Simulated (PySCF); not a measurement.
PySCF input (M06-2X/6-311+G**):

```python
from pyscf import gto, dft

mol = gto.M(
    atom='''
    C     0.43253900    1.09436700   -0.08055900
    C    -0.90353300    0.83321000    0.07923300
    C    -0.92830600   -0.57986500    0.12239800
    N     0.28165600   -1.11793900   -0.00019900
    N     1.11734700   -0.05207400   -0.12591200
    H    -1.71798100    1.52987000    0.15220800
    H    -1.78368200   -1.22649100    0.23838700
    H     2.10444800   -0.19955600   -0.23425000
    ''',
    basis='6-311+g**',
    charge=0,
    spin=1,
    verbose=4,
)

mf = dft.UKS(mol, xc='m062x')
mf.grids.level = 4
mf.conv_tol = 1e-9
mf.max_cycle = 100
mf.max_memory = 1500
mf.kernel()
if not mf.converged:
    mf = mf.newton()
    mf.kernel(mf.make_rdm1())
mo, _, stable, _ = mf.stability(return_status=True)
if not stable:
    mf.kernel(mf.make_rdm1(mo, mf.mo_occ))
    stable = mf.stability(return_status=True)[2]
mf.dip_moment()
```

From the output:

```
  HOMO = -0.310161611122  LUMO = -0.0959781421501  gap/eV = 5.82823
cycle= 9 E= -225.470877658533  delta_E= -3.1e-06  |g|= 0.00052  |ddm|= 0.00313
  alpha nocc = 18  HOMO = -0.322106483730458  LUMO = 0.0161287912875132
  beta  nocc = 17  HOMO = -0.310077790688053  LUMO = -0.0958752896406594
  HOMO = -0.310077790688  LUMO = -0.0958752896407  gap/eV = 5.82875
cycle= 10 E= -225.470878410568  delta_E= -7.52e-07  |g|= 0.000274  |ddm|= 0.00159
  alpha nocc = 18  HOMO = -0.322128427561208  LUMO = 0.0161248728144531
  beta  nocc = 17  HOMO = -0.310163171489767  LUMO = -0.0959056020107383
  HOMO = -0.31016317149  LUMO = -0.0959056020107  gap/eV = 5.83025
cycle= 11 E= -225.470878609389  delta_E= -1.99e-07  |g|= 9.56e-05  |ddm|= 0.00102
  alpha nocc = 18  HOMO = -0.322120709841648  LUMO = 0.0161232057266368
  beta  nocc = 17  HOMO = -0.310173483277901  LUMO = -0.0958959704771658
  HOMO = -0.310173483278  LUMO = -0.0958959704772  gap/eV = 5.83079
cycle= 12 E= -225.470878628975  delta_E= -1.96e-08  |g|= 6.47e-05  |ddm|= 0.000368
  alpha nocc = 18  HOMO = -0.322113283786567  LUMO = 0.016124552128127
  beta  nocc = 17  HOMO = -0.310173979474149  LUMO = -0.0958910793072505
  HOMO = -0.310173979474  LUMO = -0.0958910793073  gap/eV = 5.83093
cycle= 13 E= -225.470878632287  delta_E= -3.31e-09  |g|= 2.56e-05  |ddm|= 0.000101
  alpha nocc = 18  HOMO = -0.322112428779216  LUMO = 0.0161241082100696
  beta  nocc = 17  HOMO = -0.310177073413097  LUMO = -0.0958942624774153
  HOMO = -0.310177073413  LUMO = -0.0958942624774  gap/eV = 5.83093
cycle= 14 E= -225.470878633148  delta_E= -8.61e-10  |g|= 1.43e-05  |ddm|= 7.27e-05
  alpha nocc = 18  HOMO = -0.322112328610963  LUMO = 0.0161243844553304
  beta  nocc = 17  HOMO = -0.31017817180324  LUMO = -0.0958909921202178
  HOMO = -0.310178171803  LUMO = -0.0958909921202  gap/eV = 5.83105
Extra cycle  E= -225.470878633182  delta_E= -3.48e-11  |g|= 1.71e-05  |ddm|= 2.95e-05
converged SCF energy = -225.470878633182  <S^2> = 0.76125406  2S+1 = 2.0112226
uhf_internal: lowest eigs of H = [0.11935046 0.21464705 0.26926693]
<class 'pyscf.dft.uks.UKS'> wavefunction is stable in the internal stability analysis
Dipole moment(X, Y, Z, Debye):  0.61848,  1.31974, -0.10820
```

The geometry given is a B3LYP-D3(BJ)/def2-TZVP minimum.
